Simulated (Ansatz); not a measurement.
`[F][Ti]([Cl])([Cl])[Cl]` + H₂O → `[OH][Ti]([Cl])([Cl])[Cl]` + H–F at 700 K and 1 bar (formal hydrolysis of a Ti–F bond).

Computed with Ansatz on PBE0-D4/def2-TZVP structures; ΔE is electronic, products minus reactants. CBS: MP2 limit from def2 TZ/QZ plus the TZ coupled-cluster correction, frozen cores. This one scheme is used for every species. For Ti outer-core shells are correlated without core-valence functions, which leaves a few kJ/mol of doubt a bond. Scalar relativity is left out up to krypton. One conformer a species, not always the lowest.

```
                   species  CCSD(T)/CBS energy (Eh)  H − E (kJ/mol)  S (J/(mol·K))
 `[F][Ti]([Cl])([Cl])[Cl]`              -2328.31134            78.5          437.7
                       H₂O                -76.37941            80.5          218.4
`[OH][Ti]([Cl])([Cl])[Cl]`              -2304.28409           114.0          483.1
                       H–F               -100.39570            45.2          198.5
```

H − E and S are ideal-gas, rigid-rotor, harmonic terms from PBE0-D4/def2-TZVP, for one conformer and one mirror image of each species. 1 Eh = 2625.50 kJ/mol, R = 8.31446 J/(mol·K).

Task: By hand: ΔE, ΔH, ΔS and ΔG.

Result: ΔE = (-2304.28409) + (-100.39570) − (-2328.31134) − (-76.37941) = 0.01096 Eh = 28.8 kJ/mol. Δ(H − E) = 114.0 + 45.2 − 78.5 − 80.5 = 0.2, so ΔH = 29.0 kJ/mol. ΔS = 483.1 + 198.5 − 437.7 − 218.4 = 25.5 J/(mol·K). ΔG = 29.0 − 700 × (25.5)/1000 = 11.1 kJ/mol.

Task: By hand: the equilibrium constant, and the temperature at which ΔG would vanish if ΔH and ΔS stayed fixed.

Result: log₁₀ K = −ΔG/(RT ln 10) = -0.8. ΔG = 0 at ΔH/ΔS = 1137 K.

TΔS isn't small against ΔH here. A doubt of 5 kJ/mol in ΔE shifts log₁₀ K by 0.4 here. Other conformers and mirror images would add mixing entropy, several J/(mol·K) or more a flexible species. These are equilibria of isolated gas molecules and say nothing of rates. Largest T1 diagnostic: 0.024 (customary marks: 0.02 for closed shells, 0.045 for open ones).
